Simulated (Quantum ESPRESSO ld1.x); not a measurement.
Species: Au52+. Configuration: [Ar] 3d9 (the NIST ground configuration).

All-electron calculation, Dirac Kohn-Sham, PBE, spin-unpolarised, spherical densities, point nucleus; open shells fill j = l - 1/2 first. Program: ld1.x of Quantum ESPRESSO 7.5.

Energy parts (eV):
part                    energy
total                  -459827
kinetic                 535316
electron-nucleus      -1065617
Hartree                  77359
exchange-correlation     -6885

Orbitals (lengths in bohr, moments of r in powers of bohr):
orbital  occ.  eigenvalue (eV)      <r^2>       <r^4>  small-component weight
1s1/2       2         -83675.5  0.0003929   4.240e-07                9.01e-02
2s1/2       2         -17168.1   0.005899  0.00006094                2.07e-02
2p1/2       2         -16599.4   0.004172  0.00003616                2.08e-02
2p3/2       4         -14751.5   0.005344  0.00005582                1.85e-02
3s1/2       2         -6114.96    0.03658    0.001996                7.29e-03
3p1/2       2         -5869.43    0.03314    0.001713                7.22e-03
3p3/2       4         -5436.35    0.03872    0.002302                6.60e-03
3d3/2       4         -5046.87    0.02921    0.001458                6.44e-03
3d5/2       5         -4951.56    0.03069    0.001592                6.27e-03
4s1/2       0         -3066.15     0.1378     0.02622                3.40e-03
4p1/2       0         -2960.29     0.1344     0.02537                3.34e-03
4p3/2       0         -2807.32     0.1498     0.03133                3.15e-03

The highest occupied level is 3d5/2 at -4951.6 eV. The density falls to 0.001 e/bohr^3 at r = 0.60 bohr. For comparison, the ionisation energy in NIST's Atomic Spectra Database is 5013 eV (theoretical). In exact Kohn-Sham theory the highest level is minus the ionisation energy, but local and semilocal functionals leave it too shallow, through self-interaction and a potential that decays too fast; potentials with the right tail come closer.

Beside tabulated values, note that spin-unpolarised runs miss the spin-polarisation part of the exchange energy of open shells.
